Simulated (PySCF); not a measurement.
These 2 structures share the formula C2H7Sb. Method: PySCF, PBE0-D3(BJ)/def2-SVP geometry optimisation, gas phase, def2 core potentials past Kr. One conformer each; no zero-point energy, no entropy. No frequencies were run at this level. Point groups hold within 0.08 Å.

Problem. Order them by energy at this level, lowest first, and give relative energies in kcal/mol.
A. SbMe2H, `[H][Sb]([CH3])[CH3]`
B. `[H][Sb]([H])[CH2]C` (SbH2Et)

Solution. A (0.0), B (3.5).

```tsv
SMILES	E (Eh)	E rel (kcal/mol)	dipole (D)	point group	A, B, C (MHz)
[H][Sb]([CH3])[CH3]	-320.50526	0.0	0.73	Cs	7851, 5608, 3555
[H][Sb]([H])[CH2]C	-320.49973	3.5	0.87	–	22230, 2832, 2673
```

***

These 2 structures share the formula C6H5Cl3. Method used: PBE0-D3(BJ)/def2-SVP geometry optimisation, gas phase in PySCF 2.14.0. One conformer each; no zero-point energy, no entropy. No frequencies were run at this level. Point groups hold within 0.08 Å.

Problem. Rank from lowest to highest electronic energy at this level (kJ/mol).
A. `ClC(Cl)(Cl)C1=CCC=C1`
B. `C=C(C)C#CC(Cl)(Cl)Cl`

Solution. A (0.0), B (178.1).

As drawn, the higher has a C≡C bond, which the lower lacks.

```csv
SMILES,E (Eh),E rel (kJ/mol),dipole (D),point group,"A, B, C (MHz)"
ClC(Cl)(Cl)C1=CCC=C1,-1610.89196,0.0,2.65,Cs,"1426, 766.3, 705.4"
C=C(C)C#CC(Cl)(Cl)Cl,-1610.82412,178.1,2.72,–,"1445, 503.3, 478.9"
```

***

These 2 structures share the formula ClGeH5OSi. Computed with PBE0-D3(BJ)/def2-SVP geometry optimisation, gas phase in PySCF. One conformer each; no zero-point energy, no entropy. No frequencies were run at this level. Point groups hold within 0.08 Å.

Problem. Rank from lowest to highest electronic energy at this level (kcal/mol).
A. `[Cl:1][SiH2:2][O:3][GeH3:4]` with Cl1–Si2–O3–Ge4 15°
B. `[SiH3:1][O:2][GeH2:3][Cl:4]` with Si1–O2–Ge3–Cl4 -43°

Solution. A (0.0), B (6.4).

```
             SMILES       E (Eh)  E rel (kcal/mol)  dipole (D)  point group     A, B, C (MHz)
  Cl[SiH2][O][GeH3]  -2903.85442               0.0        1.31      near Cs  5348, 1239, 1033
[SiH3][O][GeH2][Cl]  -2903.84415               6.4        1.37           C1  4246, 1603, 1209
```
